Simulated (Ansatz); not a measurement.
Input (CCSDT(Q)/cc-pV(D+d)Z; Ansatz, a first-principles code): A basis named .json is the Basis Set Exchange file of that set.

Ansatz 0.2 input:
```yaml
crystal:
  periodic: [false, false, false]
  atoms:
    - {symbol: C, position_ang: [-1.69029457, -0.56455993, 0.23715816]}
    - {symbol: C, position_ang: [-0.59998505, -0.47157366, -0.46761247]}
    - {symbol: Si, position_ang: [0.92533139, 0.43719842, 0.13090386]}
    - {symbol: H, position_ang: [-2.67896116, -0.99517923, 0.17157202]}
    - {symbol: H, position_ang: [-0.55209032, -0.93957194, -1.45916689]}
    - {symbol: H, position_ang: [0.67997687, 0.99919616, 1.47563216]}
    - {symbol: H, position_ang: [2.07680673, -0.49611369, 0.17831521]}
    - {symbol: H, position_ang: [1.26130605, 1.52769244, -0.81628070]}
basis:
  gaussian:
    orbitals: cc-pV_D+d_Z.json
magnetization: {spin_polarized: true, initial_magnetization: 1}
correlation: {method: ccsdt_q, electrons: outside_noble_gas}
```

Output:

```
Functional definition: HF
integrals: 0.14 GiB planned
1477 factors; integrals over basis functions are off by at most 1.8e-7 eV
mean field: 0.27 GiB planned
mean field evaluation 1: about -9998.0088 eV, gradient 1.5e1 eV
mean field evaluation 2: about -9998.0114 eV, gradient 1.5e1 eV
mean field evaluation 4: about -10000.0580 eV, gradient 2.4e0 eV
mean field evaluation 8: about -10000.1937 eV, gradient 5.1e-1 eV
mean field evaluation 16: about -9998.0077 eV, gradient 1.5e1 eV
mean field evaluation 32: about -9996.8306 eV, gradient 6.9e-2 eV
mean field -10000.23764688 eV, -367.5019551183 hartree, gradient 1.8e-6 eV, S^2 0.924428; 1 other end points of the search recorded, 0 dependent functions left out
determinant -10000.23764688 eV, -367.5019551183 hartree, with singles and doubles -10010.73138675 eV, -367.8875929457 hartree
determinant -9996.83074337 eV, -367.3767537236 hartree, with singles and doubles -10007.00621918 eV, -367.7506955624 hartree
7 core orbitals not correlated
reference -10000.23764688 eV, -367.5019551183 hartree; 9, 8 occupied and 60, 61 virtual orbitals, 1477 factors
second order -8.97995159 eV of doubles, -0.00000000 eV of singles
coupled cluster: 4.61 GiB planned
cycle   1  -9.90096363 eV  change   -9.2e-1 eV  update   1.0e-1
cycle   2  -10.57248367 eV  change   -6.7e-1 eV  update   4.9e-2
cycle   3  -10.84848729 eV  change   -2.8e-1 eV  update   3.5e-2
cycle   4  -10.85237370 eV  change   -3.9e-3 eV  update   2.0e-2
cycle   5  -10.87431379 eV  change   -2.2e-2 eV  update   9.8e-3
cycle   6  -10.88149558 eV  change   -7.2e-3 eV  update   4.7e-3
cycle   7  -10.88022172 eV  change    1.3e-3 eV  update   2.5e-3
cycle   8  -10.88240177 eV  change   -2.2e-3 eV  update   1.7e-3
cycle   9  -10.88428803 eV  change   -1.9e-3 eV  update   1.0e-3
cycle  10  -10.88341285 eV  change    8.8e-4 eV  update   4.8e-4
cycle  11  -10.88405235 eV  change   -6.4e-4 eV  update   2.0e-4
cycle  12  -10.88423073 eV  change   -1.8e-4 eV  update   7.3e-5
cycle  13  -10.88432346 eV  change   -9.3e-5 eV  update   3.5e-5
cycle  14  -10.88436944 eV  change   -4.6e-5 eV  update   1.5e-5
cycle  15  -10.88437265 eV  change   -3.2e-6 eV  update   7.2e-6
cycle  16  -10.88437255 eV  change    9.1e-8 eV  update   4.1e-6
cycle  17  -10.88437252 eV  change    3.4e-8 eV  update   2.1e-6
coupled cluster: 4.61 GiB planned
perturbative correction -0.02281779 eV, -0.0008385383 hartree
Total energy: -10011.14483719 eV, -367.9027869690 hartree
```

The determinant is spin-contaminated: <S^2> is 0.92, 0.17 over the pure value.
